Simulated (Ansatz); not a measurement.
Mulliken charges of CHBS2, SMILES `S=C1BS1` from PBE/def2-TZVPP in Ansatz (PBE0-D4/def2-TZVP geometry).

```tsv
atom	x (Å)	y (Å)	z (Å)	charge (e)
S1	-0.641	-1.709	1.332	-0.138
C2	-0.262	-0.521	0.349	0.100
B3	0.522	0.563	-0.304	0.006
S4	-1.077	0.389	-1.020	-0.014
H5	1.508	1.204	-0.399	0.046
```

Question: By hand: the dipole of these point charges (1 e Å = 4.8032 D).

Answer: Σ q r = (0.150, 0.237, -0.155) e Å, of length 0.320 e Å = 1.54 D.

Question: How does the dipole of the full density compare? (Best estimate.)

Answer: Ansatz gave: (0.079, 0.242, -0.199) e Å, 1.55 D; the point charges give 0.99 times that, at 15° from its direction.

Point charges leave out the atoms' own dipoles, such as those of lone pairs, and Mulliken's split depends on the basis, so the close match here is no proof of good charges.
